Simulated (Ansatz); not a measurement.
System: ZnI, charge 0, multiplicity 2. The spin state was set by rule; other spins were not relaxed. 
Geometry from a B3LYP-D3(BJ)/def2-TZVP (Ansatz, an electronic-structure program) optimisation:
```
Zn
I 1 2.5509
```
Charge 0, spin multiplicity 2.

Quantity: atomisation energy (electronic, to ground-state atoms), in kcal/mol. Valence correlation only, unless marked. Open shells are spin-unrestricted. No spin-orbit coupling. The frozen core is the preceding noble-gas configuration, with the filled d and f shells of earlier blocks. In def2 rows, elements after Kr have scalar-relativistic effective core potentials. STO-3G rows are all-electron and non-relativistic. The coupled-cluster limit lacks core correlation, which all-electron functionals hold. CBS(X,Y): correlation extrapolated as X^-3; Hartree-Fock from the larger set.

| level | program | atomisation energy (kcal/mol) |
|---|---|---|
| revPBE-D4/def2-TZVPD | Ansatz + dftd4 | 32.8 |
| PBE0/STO-3G | Ansatz | 202.0 |
| PBE0-D3(BJ)/def2-TZVPD | Ansatz + dftd3 | 36.2 |
| BHLYP-D4/def2-TZVPD | Ansatz + dftd4 | 32.1 |

### Question
What does CCSD(T)/CBS(def2-TZVPPD,def2-QZVPPD) (Ansatz) give?

### Answer
32.5 kcal/mol, so BHLYP-D4/def2-TZVPD differs from it by -0.4 kcal/mol.
